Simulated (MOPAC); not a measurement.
MOPAC input (PM3):

```
PM3 PRECISE GNORM=0.05 LET XYZ UHF MS=0.5 GEO-OK AUX(PRECISION=9) THREADS=1
C2BCl2

C     2.78185800 1    0.08678800 1    0.26334700 1
C     1.56295400 1   -0.16598800 1    0.15949700 1
B     0.07365200 1   -0.02736800 1    0.00856600 1
Cl   -0.68182200 1    1.53478100 1   -0.14815700 1
Cl   -0.87330400 1   -1.49877900 1   -0.00360200 1
```

From the output:

```
                                                       MOPAC v23.2.5 Linux

          FINAL HEAT OF FORMATION =         71.22964 KCAL/MOL =     298.02483 KJ/MOL

          COSMO AREA              =        124.63 SQUARE ANGSTROMS
          COSMO VOLUME            =        110.69 CUBIC ANGSTROMS

          GRADIENT NORM           =          0.03269          =       0.01462 PER ATOM
          IONIZATION POTENTIAL    =         10.313993 EV
          ALPHA SOMO LUMO (EV)    =        -10.314 -0.966
          BETA  SOMO LUMO (EV)    =        -10.380 -2.235
          NO. OF ALPHA ELECTRONS  =         13
          NO. OF BETA  ELECTRONS  =         12
          MOLECULAR WEIGHT        =        105.7380         POINT GROUP:  C2v

          MOLECULAR DIMENSIONS (Angstroms)

            Atom       Atom       Distance
           Cl     5    C     1     3.78270
           Cl     4    C     1     2.68098
            C     2   Cl     4     0.00000

          SCF CALCULATIONS        =         16

   ATOM   CHEMICAL          X               Y               Z
  NUMBER   SYMBOL      (ANGSTROMS)     (ANGSTROMS)     (ANGSTROMS)

     1       C          2.72427998  *  -0.07105959  *   0.26628120  *
     2       C          1.52573260  *  -0.03994500  *   0.14913863  *
     3       B          0.07619411  *  -0.00173357  *   0.00743368  *
     4      Cl         -0.70513925  *   1.46938785  *  -0.14688972  *
     5      Cl         -0.79621212  *  -1.42902887  *   0.00007723  *

                             CARTESIAN COORDINATES

   1    C        2.724279982    -0.071059586     0.266281201
   2    C        1.525732595    -0.039945005     0.149138634
   3    B        0.076194113    -0.001733571     0.007433682
   4   Cl       -0.705139246     1.469387845    -0.146889720
   5   Cl       -0.796212117    -1.429028868     0.000077235

           Empirical Formula: C2 B Cl2  =     5 atoms

      MOLECULAR POINT GROUP   :   C2v

          ALPHA EIGENVALUES
 -56.60089 -55.05056 -31.47327 -21.51387 -16.17947 -14.58585 -14.56134 -13.87399
 -11.70378 -11.60805 -10.44513 -10.38874 -10.31399  -0.96629   0.80207   1.92809
   2.30131   3.03692   3.29407   5.60323

           BETA EIGENVALUES
 -56.72180 -55.16887 -31.05347 -21.10848 -15.90274 -14.62970 -13.88983 -10.98010
 -10.95389 -10.56668 -10.39963 -10.38036  -2.23451  -0.29063   1.63496   1.90675
   2.68806   3.08678   3.11035   5.93656

              NET ATOMIC CHARGES AND DIPOLE CONTRIBUTIONS

  ATOM NO.   TYPE          CHARGE      No. of ELECS.   s-Pop       p-Pop
    1          C           0.091161        3.9088     1.30578     2.60306
    2          C          -0.176877        4.1769     1.18876     2.98811
    3          B          -0.305351        3.3054     1.00960     2.29575
    4         Cl           0.195479        6.8045     1.95395     4.85057
    5         Cl           0.195588        6.8044     1.95394     4.85047
 DIPOLE           X         Y         Z       TOTAL
 POINT-CHG.    -1.625     0.043    -0.159     1.633
 HYBRID         1.453    -0.038     0.142     1.460
 SUM           -0.173     0.004    -0.017     0.173

          ATOMIC ORBITAL ELECTRON POPULATIONS

     Atom    s        px        py        pz
    1  C   1.30578   0.74219   0.96825   0.89262
    2  C   1.18876   0.94691   1.01989   1.02131
    3  B   1.00960   0.84530   0.81486   0.63559
    4 Cl   1.95395   1.77568   1.35330   1.72159
    5 Cl   1.95394   1.73378   1.38854   1.72814

                    (SZ)    =    0.500000
                    (S**2)  =    0.992446

          ATOMIC ORBITAL SPIN POPULATIONS

    Atom   Total    s     px     py     pz
         Atomic
    1  C  1.6313  0.398  0.548  0.342  0.343
    2  C -0.6234 -0.021  0.011 -0.323 -0.291
    3  B  0.0707  0.013  0.037  0.010  0.010
    4 Cl -0.0393 -0.000 -0.003 -0.007 -0.029
    5 Cl -0.0393 -0.000 -0.004 -0.007 -0.029

 **********************
 *                    *
 * JOB ENDED NORMALLY *
 *                    *
 **********************

 == MOPAC DONE ==
```

The geometry given is a B3LYP-D3(BJ)/def2-TZVP minimum.

The determinant is spin-contaminated: <S^2> is 0.99 against 0.75 for a pure state.
